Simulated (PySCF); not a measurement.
C2H15Al2NO2Si2.
SMILES with atom numbers: `[CH3:1][O+:2]1[AlH2-:3][O+:4]([CH3:5])[AlH-:6]1[N:7]([SiH3:8])[SiH3:9]` (hydrogens: H10, H11, H12 on C1; H13, H14 on Al3; H15, H16, H17 on C5; H18 on Al6; H19, H20, H21 on Si8; H22, H23, H24 on Si9)

Structure used (PBE0-D3(BJ)/def2-SVP), in Å, numbered top down from 1:
```xyz
24
C2H15Al2NO2Si2 angstrom
C     -0.8530   -2.6231   -1.1553
O     -1.0053   -1.3013   -0.6817
Al    -2.5359   -0.4311   -0.0523
O     -1.4003    1.0354   -0.2752
C     -1.4547    2.2923    0.3680
Al     0.0843    0.1720   -0.9770
N      1.4858    0.2850    0.1804
Si     3.0749    0.7626   -0.3626
Si     1.2667   -0.1695    1.8527
H     -1.7899   -2.9754   -1.6149
H     -0.0607   -2.6638   -1.9184
H     -0.5827   -3.2972   -0.3278
H     -2.8378   -0.6442    1.4939
H     -3.6779   -0.5336   -1.1542
H     -1.9500    2.1974    1.3473
H     -2.0102    3.0158   -0.2484
H     -0.4350    2.6723    0.5345
H      0.3658    0.3970   -2.5156
H      3.5816    1.9409    0.4117
H      3.0106    1.1312   -1.8090
H      4.0797   -0.3374   -0.1960
H     -0.1913   -0.1639    2.1831
H      1.8059   -1.5355    2.1497
H      1.9659    0.7948    2.7616
```

Computed with PySCF 2.14.0, density-fitted response routines, TDDFT CAM-B3LYP/def2-SVPD, vertical, gas phase, core orbitals frozen in the response.

Frontier orbitals with the atoms that hold most of them (Löwdin shares over 4%, at most four atoms; ? is withheld):

```
orbital  ε (eV)                              atoms
 LUMO+2    1.00  Al3 20%, Si9 12%, Si8 11%, Al6 7%
 LUMO+1    0.72   Al6 22%, Al3 19%, Si8 9%, Si9 6%
   LUMO    0.45                                  ?
   HOMO       ?   N7 52%, Si8 11%, Si9 10%, H23 6%
 HOMO-1   -9.25                                  ?
 HOMO-2   -9.99   H18 33%, Al6 26%, N7 10%, H14 6%
 HOMO-3  -10.43   Si8 25%, H20 20%, N7 15%, H19 8%
```

(1) Give the leading atoms of the HOMO-1.

(2) Give the leading atoms of the LUMO.

(3) What is the HOMO energy, and the HOMO–LUMO gap?

Answers

(1) Al3 (bonded to 2 O and 2 H) 30%; H13 (bonded to Al) 24%; H14 (bonded to Al) 23%; O2 (bonded to 2 Al and C) 6%. By element: hydrogen 47% or more, aluminium 30% or more, oxygen 6% or more.

(2) Al3 (bonded to 2 O and 2 H) 22%; C1 (bonded to O and 3 H) 9%; Al6 (bonded to N, 2 O and H) 8%; O2 (bonded to 2 Al and C) 8%. By element: aluminium 31%, carbon 9% or more, oxygen 8% or more.

(3) ε(HOMO) = -8.77 eV; the gap is 9.22 eV (0.3389 hartree).

Problem. The HOMO–LUMO gap is 9.22 eV. Where does the response calculation put the lowest singlet, and from which orbitals?

Solution. S1 is at 6.40 eV (f = 0.0037), 2.82 eV below the gap, made of HOMO→LUMO+2 (59%), HOMO→LUMO+1 (29%). Its leading pair isn't HOMO and LUMO; the energies of that pair differ by 9.77 eV. 

Next come S2 at 6.45 eV (f 0.0008), HOMO-1→LUMO (80%); S3 at 6.77 eV (f 0.024), HOMO→LUMO (56%), HOMO→LUMO+4 (19%), HOMO→LUMO+7 (8%); S4 at 7.17 eV (f 0.016), HOMO→LUMO+1 (20%), HOMO→LUMO+7 (18%), HOMO→LUMO (16%); S5 at 7.40 eV (f 0.028), HOMO→LUMO+3 (24%), HOMO→LUMO+6 (22%), HOMO→LUMO+1 (18%).

Löwdin shares depend on the basis, the more so with diffuse functions.

One conformer stands for the species.

Without π bonds the low states are Rydberg-like; a valence basis with one diffuse set may place them up to an eV too high.
